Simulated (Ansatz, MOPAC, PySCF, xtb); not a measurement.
Complex: C2H4 (SMILES C=C) (first 6 atoms) with CHN (SMILES C#N); geometry from B3LYP-D3(BJ)/def2-TZVP, rigid monomers moved along the line of their centres of mass till C2···H9 is 3.04 Å.
(charge 0, multiplicity 1):
```xyz
9

C     -0.087     0.637     0.223
C     -0.228    -0.678     0.126
H      0.882     1.114     0.139
H     -0.937     1.291     0.379
H     -1.199    -1.154     0.199
H      0.620    -1.331    -0.041
C      0.332    -0.371     4.166
N      0.471    -0.471     5.300
H      0.203    -0.277     3.106
```

Monomers are frozen at their geometry in the pair; levels with a basis set take the counterpoise correction.

Rows in 6-31G* carry no dispersion term and start afresh at each structure (6-31G* with six Cartesian d functions). The state that AM1 reach isn't checked.

Codes used: Ansatz (a program for electronic structure); MOPAC for AM1 (differences of heats of formation); PySCF for 6-31G* rows, the dispersion terms; xtb for the GFN methods. 

### Question
One of these levels gives -2.42 kcal/mol for the interaction energy. Name it.
(A) GFN-FF
(B) AM1
(C) PBE-D3(BJ)/def2-TZVPPD
(D) HF/6-31G*

### Answer
C, PBE-D3(BJ)/def2-TZVPPD. The others give -1.05 (GFN-FF), -0.38 (AM1), -1.88 (HF/6-31G*)
